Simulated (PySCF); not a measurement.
Relaxation of triplet Sn2S

Computed with PySCF, UPBE0, basis S def2-SVP, Sn def2-SVP with ECP28 (scalar-relativistic core potentials, no spin–orbit coupling, density fitting). A (50,194) grid was used.

A hand-made linear start, of D∞h symmetry, held to at least that symmetry:

Coordinates in bohr (charge 0 multiplicity 3):
```
S     0.0000    0.0000    0.0000
Sn    0.0000    0.0000    4.5920
Sn    0.0000    0.0000   -4.5920
```

At each step, columns x, y, z (Å) and Fx, Fy, Fz (eV/Å):

```
step 0  E − E(last) = 3.25 kJ/mol
S    0.000   0.000   0.000   0.000   0.000   0.000
Sn   0.000   0.000   2.430   0.000   0.000  -0.627
Sn   0.000   0.000  -2.430   0.000   0.000   0.627
step 1  E − E(last) = 0.26 kJ/mol
S    0.000   0.000   0.000   0.000   0.000   0.001
Sn   0.000   0.000   2.392   0.000   0.000  -0.186
Sn   0.000   0.000  -2.392   0.000   0.000   0.185
step 2  E − E(last) = 0.00 kJ/mol
S    0.000   0.000   0.000   0.000   0.000   0.000
Sn   0.000   0.000   2.376   0.000   0.000   0.020
Sn   0.000   0.000  -2.376   0.000   0.000  -0.020
step 3  E − E(last) = 0.00 kJ/mol
S    0.000   0.000   0.000   0.000   0.000   0.001
Sn   0.000   0.000   2.378   0.000   0.000  -0.001
Sn   0.000   0.000  -2.378   0.000   0.000   0.000
```

It ends at D∞h with S–Sn 2.378 Å (×2); Sn–S–Sn 180.0°. A frequency run shows a minimum. Other isomers or separated fragments may lie lower.

At this level a singlet minimum of C2v symmetry lies 115 kJ/mol below this structure. No spin–orbit coupling is included, which matters more the heavier the element.

The relaxation took of the order of 50 core-seconds on a shared host.
